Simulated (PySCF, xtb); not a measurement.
CCuO, SMILES O=[C+][Cu], charge +1, multiplicity 1.

GFN2-xTB run with xtb 6.7.1 at its own geometry gives an orbital gap of 3.00 eV.

Geometry: ωB97X-D3(BJ)/def2-TZVP. The spin state was assumed, not searched.

Q: What does PySCF with PBE/def2-TZVPD give? (Estimate from the structure and the level; the computed values follow.)

A: gap 3.60 eV (levels -13.33 and -9.72 eV).
